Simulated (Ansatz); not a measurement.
Cost and result for the atomization energy of `C[SiH]([SiH3])[AsH2]` (13 atoms, 12 bonds).

```csv
atom,x (Å),y (Å),z (Å)
C1,0.095,-1.679,0.999
Si2,0.561,-0.341,-0.233
Si3,-1.318,0.669,-1.183
As4,1.917,1.268,0.866
H5,0.989,-2.126,1.441
H6,-0.515,-1.267,1.806
H7,-0.478,-2.471,0.511
H8,1.409,-0.925,-1.314
H9,-2.127,1.311,-0.110
H10,-2.188,-0.308,-1.898
H11,-0.898,1.720,-2.149
H12,1.833,2.246,-0.298
H13,0.721,1.904,1.562
```

The species carries charge 0 and has multiplicity 1. Correlated methods include outer-core shells of As, which these sets cover unevenly. Scalar relativity is left out up to krypton. Geometry: relaxed with PBE0-D4/def2-TZVP. Program: Ansatz. All runs use 4 threads of an Arm Neoverse V2 on a shared host. Times are those of one run each, without the atoms' runs, and a repeat can differ threefold. Electronic energies, without spin–orbit coupling; frozen cores. CCSD(T)/CBS adds CCSD(T) − MP2 in def2-TZVPP to the MP2 limit, and its time is that of the two runs behind it. T1 = 0.012. With those shells the extrapolation isn't a true limit. B3LYP takes the VWN-RPA correlation (the form of Gaussian; ORCA's B3LYP/G).

CCSD(T)/CBS is a level of theory with its own doubt, some kJ/mol a heavy atom from the limit and from the frozen cores, so smaller differences don't rank the functionals.

| level | functions | wall time | atomization (kcal/mol) | difference from CCSD(T)/CBS | per bond |
| --- | --- | --- | --- | --- | --- |
| PBE-D4/def2-TZVPP (with forces) | 289 | 2.9 s | 954.1 | -1.9 | -0.2 |
| PBE0-D4/def2-TZVPP | 289 | 4.2 s | 949.4 | -6.6 | -0.6 |
| r2SCAN-D4/def2-TZVPP (with forces) | 289 | 5.5 s | 956.7 | 0.7 | 0.1 |
| B3LYP-D4/def2-TZVPP (with forces) | 289 | 6.5 s | 958.2 | 2.2 | 0.2 |
| B2PLYP/def2-TZVPP | 289 | 7 s | 941.2 | -14.8 | -1.2 |
| ωB97X-V/def2-TZVPP | 289 | 10 s | 965.1 | 9.1 | 0.8 |
| ωB97M-V/def2-TZVPP (with forces) | 289 | 14 s | 955.1 | -0.9 | -0.1 |
| MP2/def2-QZVPP | 556 | 30 s | 936.2 | -19.8 | -1.6 |
| CCSD(T)/def2-TZVPP | 289 | 4.5 min | 932.6 | -23.4 | -1.9 |
| CCSD(T)/CBS(def2) | – | 5 min | 956.0 | 0.0 | 0.0 |

In def2-TZVPP, CCSD(T) changes the Hartree–Fock value by +221.9 kcal/mol (the triples alone add +9.9 kcal/mol) and MP2 by +211.8 kcal/mol; breaking electron pairs costs correlation energy, which Hartree–Fock lacks. From PBE to PBE0 (25 % exact exchange), in def2-TZVPP and without D4, the atomization energy moves by −3.7 kcal/mol: exact exchange takes away binding that semilocal exchange gives to molecules. The D4 term adds +12.4 kcal/mol with B3LYP and +6.6 kcal/mol with PBE0; it sums over pairs of atoms, weighted by their polarisabilities, and B3LYP, whose exchange is more repulsive, gets the larger term.
